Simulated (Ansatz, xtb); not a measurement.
Relaxing a trial structure of FH2N3Sn

The starting geometry of this gas-phase singlet was built from a drawn formula by distance geometry and a force field; its bonds are those of `[H]/[N]=[Sn](/[F])[NH+]=[N-]`.

```json
{"atom": "F", "x (Å)": "-1.8357", "y (Å)": "-2.3101", "z (Å)": "3.3309"}
{"atom": "N", "x (Å)": "-2.6011", "y (Å)": "1.3299", "z (Å)": "0.6994"}
{"atom": "N", "x (Å)": "-2.8619", "y (Å)": "0.2342", "z (Å)": "1.2646"}
{"atom": "N", "x (Å)": "0.2354", "y (Å)": "0.2132", "z (Å)": "2.6240"}
{"atom": "Sn", "x (Å)": "-1.4179", "y (Å)": "-0.6385", "z (Å)": "2.4439"}
{"atom": "H", "x (Å)": "-3.7432", "y (Å)": "-0.2090", "z (Å)": "1.1946"}
{"atom": "H", "x (Å)": "0.4471", "y (Å)": "1.0375", "z (Å)": "2.1407"}
```

Question: Where would you expect an optimisation with r2SCAN-D4/def2-SVP to take it?

Answer: It loosens into HNSn + FH + N2, which stay close as a complex. Distances that change by over a tenth: N2–N3 (1.26 → 1.10 Å). Contacts that open: F1–Sn5 (1.94 → 2.92 Å), N3–Sn5 (2.06 → 4.14 Å), N3–H6 (0.99 → 1.99 Å). Contacts that close: F1–H6 (3.55 → 0.93 Å).

The energy falls by 3.61 eV over 48 steps:

```csv
step,E − E(last) (eV)
1,3.611
6,2.600
11,2.516
17,2.227
22,1.025
27,0.187
32,0.016
38,0.000
43,0.000
48,0.000
```

Final geometry (Å):

```xyz
7

F    -2.3505   -1.2903    2.4093
N    -4.7903    0.8838    0.1113
N    -4.2310    0.2002    0.7700
N     1.1263    0.2476    2.9910
Sn   -0.2472    0.6493    1.8045
H    -3.0523   -0.9165    1.9252
H     1.7680   -0.1168    3.6867
```

From the same start GFN2-xTB ends elsewhere, differing in F1–Sn5 (2.11 against 2.92 Å here), F1–H6 (2.11 against 0.93 Å here), N3–H6 (1.04 against 1.99 Å here).

The end wasn't checked by frequencies. Atoms past krypton carry core potentials, without spin–orbit terms. Run with Ansatz 0.2.0, 2.9 min on 1 thread of Intel(R) Xeon(R) Platinum 8259CL CPU @ 2.50GHz (Skylake/Cascade Lake), with other jobs on the host.
